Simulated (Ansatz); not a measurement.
CH6BGaO2, SMILES `COB[O][GaH2]`, charge 0, multiplicity 1.

Question: Give a relaxed structure at PBE0-D4/def2-TZVP (the Gaussian-basis code of Ansatz). (Estimate.)

Answer: The calculation gave: 
Cartesian coordinates in Å:
```
C 0.509 0.291 1.535
O 0.078 0.011 0.218
B -0.049 -1.270 -0.368
O -0.483 -1.189 -1.613
Ga -0.637 0.686 -1.736
H 0.746 -0.641 2.052
H 1.398 0.922 1.500
H -0.284 0.812 2.074
H 0.229 -2.245 0.270
H 0.574 1.389 -2.426
H -2.080 1.233 -1.507
```
Point group Cs.
This is one stationary point; other conformers may exist.
